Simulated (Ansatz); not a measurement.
Consider the ligand exchange at a Ge–C bond: `C=[C](F)[GeH2][CH3]` + `OC=S` → `[CH3][GeH2][O]C=S` + `C=CF`.

Isolated molecules relaxed with PBE0-D4/def2-TZVP in Ansatz; ΔE leaves out vibrations. CBS: MP2 limit from def2 TZ/QZ plus the TZ coupled-cluster correction, frozen cores. This one scheme is used for every species. Functionals use def2-TZVPP. For Ge outer-core shells are correlated without core-valence functions, which leaves a few kJ/mol of doubt a bond. Scalar relativity is left out up to krypton. One conformer a species, not always the lowest.

`C=[C](F)[GeH2][CH3]`:

Z-matrix (Å, degrees):
```
Ge
C 1 1.948
C 1 1.958 2 108.9
H 1 1.539 2 111.4 3 -119.3
H 1 1.539 2 111.4 3 119.2
H 2 1.091 1 110.4 3 -60.2
H 2 1.091 1 110.4 3 60.4
H 2 1.091 1 110.0 3 -179.9
F 3 1.351 1 114.1 2 -179.9
C 3 1.322 1 126.8 2 0.0
H 10 1.084 3 121.6 1 -180.0
H 10 1.082 3 119.8 1 -0.0
```

`OC=S`:

Z-matrix (Å, degrees):
```
C
O 1 1.332
S 1 1.605 2 123.8
H 1 1.094 2 113.9 3 180.0
H 2 0.965 1 110.0 3 -180.0
```

`[CH3][GeH2][O]C=S`:

Cartesian coordinates in Å:
```
C 1.871 -0.082 0.376
Ge 0.071 0.590 0.581
O -0.779 0.124 -0.967
C -1.949 -0.475 -0.995
S -2.736 -0.889 -2.343
H 1.856 -1.169 0.297
H 2.315 0.336 -0.527
H 2.480 0.205 1.235
H -0.019 2.121 0.637
H -0.735 -0.071 1.713
H -2.376 -0.690 -0.007
```

`C=CF`:

```xyz
6

C     0.566    0.338   -0.240
C    -0.481   -0.272    0.276
F    -1.319   -1.002   -0.465
H     0.795    0.273   -1.296
H     1.212    0.916    0.405
H    -0.773   -0.252    1.320
```

```json
{"level": "r2SCAN-D4", "ΔE (kJ/mol)": "-53.6", "difference from CCSD(T)/CBS": "-1.0"}
{"level": "ωB97X-V", "ΔE (kJ/mol)": "-54.4", "difference from CCSD(T)/CBS": "-1.8"}
{"level": "ωB97M-V", "ΔE (kJ/mol)": "-51.9", "difference from CCSD(T)/CBS": "0.7"}
{"level": "PBE", "ΔE (kJ/mol)": "-48.6", "difference from CCSD(T)/CBS": "4.0"}
{"level": "HF/def2-TZVPP", "ΔE (kJ/mol)": "-72.1", "difference from CCSD(T)/CBS": "-19.5"}
{"level": "SCS-MP2/def2-TZVPP", "ΔE (kJ/mol)": "-58.1", "difference from CCSD(T)/CBS": "-5.5"}
{"level": "CCSD/def2-TZVPP", "ΔE (kJ/mol)": "-54.9", "difference from CCSD(T)/CBS": "-2.3"}
{"level": "HF/def2-QZVPP", "ΔE (kJ/mol)": "-73.7", "difference from CCSD(T)/CBS": "-21.1"}
{"level": "HF/CBS(def2)", "ΔE (kJ/mol)": "-73.9", "difference from CCSD(T)/CBS": "-21.3"}
{"level": "MP2/CBS(def2)", "ΔE (kJ/mol)": "-53.9", "difference from CCSD(T)/CBS": "-1.3"}
{"level": "CCSD(T)/CBS", "ΔE (kJ/mol)": "-52.6", "difference from CCSD(T)/CBS": "0"}
```

Largest T1 diagnostic among the species: 0.018.

In def2-TZVPP, CCSD(T) changes the Hartree–Fock value by +18.7 kJ/mol (the triples alone add +1.5 kJ/mol) and MP2 by +17.4 kJ/mol.
